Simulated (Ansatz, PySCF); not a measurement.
Pair of molecules: CH3NO (SMILES NC=O) (first 6 atoms) with H2Se (SMILES [SeH2]); geometry from B3LYP-D3(BJ)/def2-TZVP, rigid monomers moved along the line of their centres of mass till H4···Se7 is 3.13 Å.
(charge 0, multiplicity 1):
```xyz
9

N     -1.09439    -0.41701     0.19489
C      0.17477    -0.31409    -0.25772
O      1.15685    -0.19003     0.44470
H     -1.26774    -0.38534     1.19083
H     -1.86450    -0.51026    -0.44308
H      0.24063    -0.35618    -1.36009
Se     0.13653     0.03607     3.95590
H     -0.28862    -0.67146     5.17678
H      0.92123    -1.11158     3.48948
```

Interaction energies are E(AB) − E(A) − E(B) at the monomers' geometry in the complex; basis-set methods are counterpoise corrected. Rows marked so take none.

Rows in 3-21G carry no dispersion term and start afresh at each structure; the Pople sets are all-electron and without relativity.

Run with Ansatz (a program for electronic structure); PySCF for 3-21G rows. 

Task: One of these levels gives -124.2 meV for the interaction energy. Which?
A) HF/aug-cc-pVDZ
B) PBE/def2-TZVPPD
C) HF/3-21G (no counterpoise)

Result: B, PBE/def2-TZVPPD. The others give -140.8 (HF/3-21G (no counterpoise)), -89.2 (HF/aug-cc-pVDZ)
